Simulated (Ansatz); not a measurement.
Consider the ligand exchange at the Si–O bond: `FCO[SiH2]Cl` + `F[SiH](F)S` → `F[SiH](F)S[SiH2]Cl` + `OCF`.

Isolated molecules relaxed with PBE0-D4/def2-TZVP in Ansatz; ΔE leaves out vibrations. CBS: MP2 limit from def2 TZ/QZ plus the TZ coupled-cluster correction, frozen cores. Functionals use def2-TZVPP. One conformer a species, not always the lowest.

```csv
species,PBE0-D4 energy (Eh)
`FCO[SiH2]Cl`,-964.98435
`F[SiH](F)S`,-888.40556
`F[SiH](F)S[SiH2]Cl`,-1638.53737
`OCF`,-214.84492
```

Question: Work out ΔE.

Answer: ΔE = (-1638.53737) + (-214.84492) − (-964.98435) − (-888.40556) = 0.00762 Eh = +20.0 kJ/mol. CCSD(T)/CBS gives +31.2 kJ/mol.

Largest T1 diagnostic among the species: 0.012.

Leaving LDA and LC-ωPBE aside and taking each functional with its dispersion term where it has one, the values, not all of them listed here, spread over 24.1 kJ/mol, from revPBE-D4 to CAM-B3LYP-D4. LDA lies +3.8 kJ/mol from PBE without D4. In def2-TZVPP, CCSD(T) changes the Hartree–Fock value by −15.9 kJ/mol (the triples alone add −3.4 kJ/mol) and MP2 by −19.6 kJ/mol. From BLYP to BHLYP (50 % exact exchange), in def2-TZVPP and without D4, ΔE moves by +6.3 kJ/mol.
